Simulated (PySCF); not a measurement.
## O²⁺ (oxygen, charge +2): UHF calculation

Configuration: [He] 2s1 2p2 3s1, high-spin 5P determinant (an excited configuration). Calculation: PySCF 2.14, in aug-cc-pVDZ-DK (4s3p2d, 23 functions); the spin-free X2C one-electron Hamiltonian (Gaussian nucleus).

```
Total energy                                                  : -71.658373 hartree
One-electron energy                                           : -88.5034 hartree
Hartree (Coulomb) energy                                      : 23.9797 hartree
Exchange energy                                               : -7.1347 hartree
⟨S²⟩                                                          : 6.0000
⟨L²⟩                                                          : 2.009
Sum of ⟨r⟩                                                    : 6.357 bohr
Sum of ⟨r²⟩                                                   : 14.48 bohr²
Traceless quadrupole moment −½Σ⟨3z² − r²⟩ along its main axis : 0.312 e·bohr²
Langevin diamagnetic susceptibility                           : -11.5 ×10⁻⁶ cm³/mol
```

```
shell  electrons  mean orbital energy (eV)  rms radius, mean of both spins (bohr)
 1s α          1                   -626.02                                  0.230
 1s β          1                   -620.09                                  0.230
 2s α          1                   -86.112                                   1.05
 2p α          2                   -69.055                                   1.02
 3s α          1                   -21.218                                   3.34
```

The outer electron is Rydberg-like, and this basis confines it to a smaller radius and binds it less than a complete one would.

Spin-orbit constants ζ (cm⁻¹) from the X2C one-electron operator on these orbitals: bare nucleus, nucleus screened by l(l+1)(2l+1)/3 electrons, and screened by the Breit-Pauli mean field of the electrons.

```tsv
shell	bare	screened nucleus	mean field
2p	349.0	261.8	226.2
```

To first order the Landé constant is A = 56.55 cm⁻¹, so the lowest level has J = 1 and lies 0.0210 eV below the centre of the term. This holds in LS coupling only.
